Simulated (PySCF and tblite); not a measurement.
Values are calculated unless marked as measured or tabulated.
# Barrier and rate of a rotation

System: C6H9N3, numbered as in [CH3:1][N:2]([CH3:3])[c:4]1[cH:5][n:6][cH:7][n:8][cH:9]1.

Motion: rotation about the C4–N2 bond (torsion C5–C4–N2–C1 from -10° to 190°, rising). Level: revPBE/pcSseg-1 + D3(BJ), IEF-PCM benzene on GFN2-xTB stationary points, with GFN2-xTB thermal terms. Rate constants are transition-state-theory values, counting equivalent paths, without tunnelling. Run with tblite and PySCF.

```csv
point,symmetry,E(GFN2) kcal/mol,E(DFT) kcal/mol,ZPE change kcal/mol,lowest mode cm⁻¹,dipole D
start,Cs,0.0,0.0,0.00,56,5.64
saddle,Cs,7.6,6.9,-0.26,79i,3.15
end,Cs,0.0,0.0,-0.02,53,5.64
```

* Electronic barrier: 6.9 kcal/mol
* Barrier with zero-point energy: 6.7 kcal/mol
* ΔH‡ (298 K): 6.0 kcal/mol
* ΔS‡ (298 K, symmetry apart): -5.0 cal/(mol K)
* Paths: 2 equivalent paths
* End point: the same structure with atoms interchanged, or its mirror image
* Mean lifetime of the start against this motion at 298 K: 24 ns
* Cost: 67 s on 1 thread of Arm Neoverse V1 (shared host) (rough), peak memory 0.8 GiB, launched as `OMP_NUM_THREADS=1 python ens_run.py task.json out`

| T/K | ΔG‡ kcal/mol | k s⁻¹ |
| --- | --- | --- |
| 200 | 7.1 | 1.3×10⁵ |
| 250 | 7.3 | 4.3×10⁶ |
| 298 | 7.5 | 4.2×10⁷ |
| 350 | 7.7 | 2.5×10⁸ |
| 400 | 7.8 | 8.9×10⁸ |

ΔG and ΔG‡ leave out symmetry numbers and mirror images; rates count paths: 2 out.
